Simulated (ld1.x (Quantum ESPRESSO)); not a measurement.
## Configuration tests for Mn (Z = 25) (PAW)

| Property | Result |
| --- | --- |
| Element | manganese (Mn) |
| Generator | ld1.x (Quantum ESPRESSO) 7.5 |
| Type | PAW |
| Functional | LDA (PZ) |
| Relativity | scalar-relativistic |
| Frozen core | [Ar] |
| Valence charge | 7 |
| Reference configuration | 3d5 4s2 4p0 |
| Partial waves | 4s (bound): rcut 1.70, rcutus 2.25 bohr; 4s channel at 0.15 Ry: rcut 1.70, rcutus 2.25 bohr; 4p (bound, empty): rcut 2.20, rcutus 2.40 bohr; 4p channel at 0.25 Ry: rcut 2.20, rcutus 2.40 bohr; 3d (bound): rcut 1.55, rcutus 1.75 bohr; 3d channel at 4.2 Ry: rcut 1.55, rcutus 1.75 bohr |
| Local potential | all-electron potential smoothed inside 2.20 bohr (lloc = -1) |
| Core correction | Bessel-smoothed model core inside 1.00 bohr |
| Augmentation charge | BESSEL, radius 1.70 bohr |

Energies are relative to the spin-unpolarised reference configuration 3d5 4s2 4p0; without spin polarisation the order of configurations can differ from experiment. Not all tests gave a result: test run stopped at test 8 of 9 (negative rho).

```tsv
valence configuration	charge	ΔE all-electron (eV)	error AE − PS (meV)
3d5 4s0 4p0	+2	24.531	-11
3d4 4s0 4p0	+3	57.342	-346
3d5.5 4s1.5 4p0	0	-0.505	-23
3d4 4s2 4p1	0	7.920	-174
3d6 4s1 4p0	0	-0.398	-74
```

Question: What are ΔE and the potential's error for 3d5 4s0 4p2?

Answer: ΔE = 8.081 eV all-electron; the error (AE − PS) is -2.7 meV.

Question: What are ΔE and the potential's error for 3d5 4s1 4p0?

Answer: ΔE = 8.654 eV all-electron; the error (AE − PS) is -2.1 meV.
